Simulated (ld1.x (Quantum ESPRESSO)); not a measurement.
Transferability test, PAW potential for As (Z = 33)

arsenic (As), PAW, made with ld1.x (Quantum ESPRESSO) 7.5 (PBE, fully relativistic). Core [Ar] 3d10, reference 4s2 4p3. Waves: 4s (bound): rcut 1.50, rcutus 1.85 bohr; 4s channel at 0.95 Ry: rcut 1.50, rcutus 1.85 bohr; 4p (bound): rcut 1.20, rcutus 1.65 bohr; 4p channel at 3.75 Ry: rcut 1.20, rcutus 1.65 bohr. Local part: all-electron potential smoothed inside 1.30 bohr (lloc = -1). Core correction: Bessel-smoothed model core inside 1.00 bohr. Augmentation charge: PSQ, radius 1.25 bohr.

Open shells are filled in proportion to 2j + 1 (rel_dist='average').

Energies are relative to the spin-unpolarised reference configuration 4s2 4p3; without spin polarisation the order of configurations can differ from experiment. The frozen-core shift is the all-electron ΔE with the core orbitals held at their reference shape minus the fully relaxed ΔE.

| valence configuration | charge | ΔE all-electron (eV) | error AE − PS (meV) | frozen-core shift (meV) |
| --- | --- | --- | --- | --- |
| 4s2 4p2 | +1 | 9.152 | -3.7 | +3.9 |
| 4s2 4p1 | +2 | 27.074 | -32 | +33 |
| 4s2 4p0 | +3 | 54.782 | -134 | +138 |
| 4s2 4p2.5 | +0.5 | 3.557 | -0.6 | +0.6 |
| 4s1 4p4 | 0 | 9.412 | -7.4 | +7.7 |
| 4s2 4p3.3 | -0.3 | -1.235 | -0.1 | +0.1 |
| 4s1 4p3 | +1 | 19.254 | -21 | +22 |

Levels in the configuration 4s2 4p2.5:

```csv
level,all-electron (eV),pseudo (eV)
4s j=1/2,-18.736,-18.743
4p j=1/2,-9.296,-9.299
4p j=3/2,-8.993,-8.996
```

The ghost test of this file was not conclusive.
